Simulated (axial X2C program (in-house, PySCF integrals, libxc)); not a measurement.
**Nuclear properties of InCO⁺**

Computed with an axial X2C code built on PySCF integrals: two-component X2C with atomic mean-field Coulomb and Gaunt terms, Gaussian nuclei, basis In dyall-v3z, C dyall-v3z, O dyall-av3z with contracted cores.

In–C–O held linear, with bonds 3.023 and 1.117 Å (near the PBE0 minimum at charge 1 of the determinant lowest at the starting distance; the state shown can have its own minimum elsewhere, held linear; other orders of the atoms were not compared).

Input and command:
```json
{"zs": [49, 6, 8], "q": 1, "bas": ["dyall-v3z", "dyall-v3z", "dyall-av3z"], "r0": [2.12, 1.13], "symm": 0, "scan": ["PBE0", "HF", "B3LYP"], "levels": ["PBE0", "HF", "TPSSh"], "nst": 2}
```
```bash
python solin.py task.json out
```

Keys: zs atomic numbers; q charge; bas basis sets; r0 starting distance in Å; symm equal bonds; scan levels of the two-bond scan; levels methods; nst determinants followed.

Determinant lowest in the PBE0 search, Ω = 0 (closed shell), highest spinor 70% In s, 11% C p, 8% C s:

| level | qzz In (a.u.) | qzz C (a.u.) | qzz O (a.u.) |
| --- | --- | --- | --- |
| PBE0 | -0.49 | -0.95 | -0.82 |
| HF | -0.30 | -1.09 | -0.84 |
| TPSSh | -0.52 | -0.93 | -0.82 |

qzz is the electric field gradient, eQq0 = 234.96 MHz × Q/barn × qzz. The operators were transformed with the bare-nucleus X2C matrices; with these basis sets, hyperfine constants and field gradients can be off by tens of per cent, and where levels differ in sign neither size nor sign is settled.

(1) With Q(115In) = 0.772 barn, Q(17O) = -0.02558 barn (Q from Pyykkö, Mol. Phys. 2018), turn the PBE0 values of the first state into constants in MHz.

The molecule was held linear; bending was not examined, so a bent shape may lie lower.

Each state is one determinant with collinear spin. The search compared states at one distance, so a state with another bond length can lie lower.

Results:

(1) eQq0(115In) = 234.96 × (0.772) × (-0.49) = -88.9 MHz; eQq0(17O) = 234.96 × (-0.02558) × (-0.82) = 4.93 MHz.
